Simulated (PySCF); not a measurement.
Cl$_{4}$Si (SMILES Cl[Si](Cl)(Cl)Cl), singlet, at a GFN2-xTB geometry; PySCF with WB97X-V/STO-3G.

PySCF was given this input:
```python
from pyscf import gto, scf, dft

mol = gto.Mole()
mol.atom = '''
    Si   -0.00000000    0.00000000    0.00000000
    Cl    1.15408739    1.15122039    1.18326052
    Cl   -1.18855309   -1.15744030    1.14236817
    Cl    1.17148700   -1.16838046   -1.14884152
    Cl   -1.13702131    1.17460038   -1.17678717
'''
mol.basis = 'sto-3g'
mol.verbose = 4
mol.build()

mf = dft.RKS(mol)
mf.xc = 'wb97x_v'
mf.kernel()
```

The log (banner, timings and long lists left out):

```
PySCF version 2.14.0

[INPUT] verbose = 4
[INPUT] num. atoms = 5
[INPUT] num. electrons = 82
[INPUT] charge = 0
[INPUT] spin (= nelec alpha-beta = 2S) = 0
[INPUT] symmetry False subgroup None
[INPUT] Mole.unit = angstrom
[INPUT] Symbol           X                Y                Z      unit          X                Y                Z       unit  Magmom
[INPUT]  1 Si     0.000000000000   0.000000000000   0.000000000000 AA    0.000000000000   0.000000000000   0.000000000000 Bohr   0.0
[INPUT]  2 Cl     1.154087390000   1.151220390000   1.183260520000 AA    2.180909090914   2.175491246115   2.236038316810 Bohr   0.0
[INPUT]  3 Cl    -1.188553090000  -1.157440300000   1.142368170000 AA   -2.246039824606  -2.187245172534   2.158762974721 Bohr   0.0
[INPUT]  4 Cl     1.171487000000  -1.168380460000  -1.148841520000 AA    2.213789588488  -2.207919078693  -2.170995833329 Bohr   0.0
[INPUT]  5 Cl    -1.137021310000   1.174600380000  -1.176787170000 AA   -2.148658873694   2.219673024010  -2.223805458202 Bohr   0.0

nuclear repulsion = 529.064746643312
number of shells = 25
number of NR pGTOs = 135
number of NR cGTOs = 45
basis = sto-3g
ecp = {}

******** <class 'pyscf.dft.rks.RKS'> ********
method = RKS
initial guess = minao
damping factor = 0
level_shift factor = 0
DIIS = <class 'pyscf.scf.diis.CDIIS'>
diis_start_cycle = 1
diis_space = 8
diis_damp = 0
SCF conv_tol = 1e-09
SCF conv_tol_grad = None
SCF max_cycles = 50
direct_scf = True
direct_scf_tol = 1e-13
XC library pyscf.dft.libxc version 7.1.2
    S. Lehtola, C. Steigemann, M. J. T. Oliveira, and M. A. L. Marques,  SoftwareX 7, 1–5 (2018)
XC functionals = wb97x_v
    N. Mardirossian and M. Head-Gordon,  Phys. Chem. Chem. Phys. 16, 9904–9924 (2014)
radial grids:
    Treutler-Ahlrichs [JCP 102, 346 (1995); DOI:10.1063/1.469408] (M4) radial grids

becke partition: Becke, JCP 88, 2547 (1988); DOI:10.1063/1.454033
pruning grids: <function nwchem_prune>
grids dens level: 3
symmetrized grids: False
atomic radii adjust function: <function treutler_atomic_radii_adjust>
** Following is NLC and NLC Grids **
NLC functional = wb97x_v
radial grids:
    Treutler-Ahlrichs [JCP 102, 346 (1995); DOI:10.1063/1.469408] (M4) radial grids

becke partition: Becke, JCP 88, 2547 (1988); DOI:10.1063/1.454033
pruning grids: <function nwchem_prune>
grids dens level: 3
symmetrized grids: False
atomic radii adjust function: <function treutler_atomic_radii_adjust>
small_rho_cutoff = 0
Set gradient conv threshold to 3.16228e-05
Initial guess from minao.
tot grids = 94704
tot grids = 94704
init E= -2106.22479799676
  HOMO = -0.515826431359338  LUMO = -0.0263247109062648  gap/eV = 13.32002
cycle= 1 E= -2106.70153788711  delta_E= -0.477  |g|= 0.552  |ddm|= 2.93
  HOMO = -0.402579530900955  LUMO = 0.0335277219506768  gap/eV = 11.86708
cycle= 2 E= -2106.823455643  delta_E= -0.122  |g|= 0.267  |ddm|= 1.75
  HOMO = -0.400292284682496  LUMO = 0.109318806608117  gap/eV = 13.86722
cycle= 3 E= -2106.84996349796  delta_E= -0.0265  |g|= 0.00753  |ddm|= 0.51
  HOMO = -0.400622074685634  LUMO = 0.113326475783705  gap/eV = 13.98525
cycle= 4 E= -2106.85001912862  delta_E= -5.56e-05  |g|= 0.00182  |ddm|= 0.0291
  HOMO = -0.400649159592919  LUMO = 0.113246175491442  gap/eV = 13.98380
cycle= 5 E= -2106.85002283765  delta_E= -3.71e-06  |g|= 0.000133  |ddm|= 0.00947
  HOMO = -0.400657174757402  LUMO = 0.113255445044097  gap/eV = 13.98427
cycle= 6 E= -2106.85002285278  delta_E= -1.51e-08  |g|= 2.02e-05  |ddm|= 0.000563
  HOMO = -0.400656848614421  LUMO = 0.11325077019185  gap/eV = 13.98414
cycle= 7 E= -2106.8500228531  delta_E= -3.24e-10  |g|= 1.05e-06  |ddm|= 7.75e-05
  HOMO = -0.400656801072466  LUMO = 0.11325094534861  gap/eV = 13.98414
Extra cycle  E= -2106.8500228531  delta_E= 5e-12  |g|= 3.02e-07  |ddm|= 4.1e-06
converged SCF energy = -2106.8500228531
```
